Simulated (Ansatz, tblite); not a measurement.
Cost and result up the ladder for InH2Et (C2H7In) (10 atoms). Total charge 0; singlet. Geometry: PBE-D4/def2-SVP.

| atom | x (Å) | y (Å) | z (Å) |
| --- | --- | --- | --- |
| In1 | 1.6136 | -0.7935 | -0.2104 |
| H2 | 1.8424 | -1.7863 | -1.6410 |
| H3 | 3.0291 | -0.1250 | 0.5855 |
| C4 | -0.4145 | -0.3448 | 0.5248 |
| C5 | -1.0400 | 0.8725 | -0.1716 |
| H6 | -0.3484 | -0.1820 | 1.6204 |
| H7 | -1.0354 | -1.2508 | 0.3649 |
| H8 | -2.0648 | 1.0805 | 0.2083 |
| H9 | -0.4498 | 1.7997 | -0.0118 |
| H10 | -1.1322 | 0.7297 | -1.2691 |

Ansatz on 2 threads of Arm Neoverse V2 on a shared host; xTB runs through tblite on one thread. Times are rough, summed over both states, and most runs start from the orbitals of an earlier one. PBE0-D4/def2-TZVP serves as the yardstick here, not as an exact answer. The other state is a triplet.

In the def2 sets In takes a core potential; there is no spin–orbit coupling. The xTB rows come from tblite.

xTB has no spin-polarisation term.

| level | functions | wall time | vertical triplet (eV) | difference from PBE0-D4/def2-TZVP (eV) |
| --- | --- | --- | --- | --- |
| GFN2-xTB | 24 | 0.005 s | 4.15 | 0.30 |
| GFN1-xTB | 31 | 0.024 s | 5.96 | 2.11 |
| PBE-D4/def2-TZVP | 154 | 4.9 s | 3.69 | -0.16 |
| PBE0-D4/def2-TZVP (with forces) | 154 | 8.5 s | 3.85 | 0.00 |
| r2SCAN-D4/def2-TZVP | 154 | 11 s | 3.63 | -0.22 |
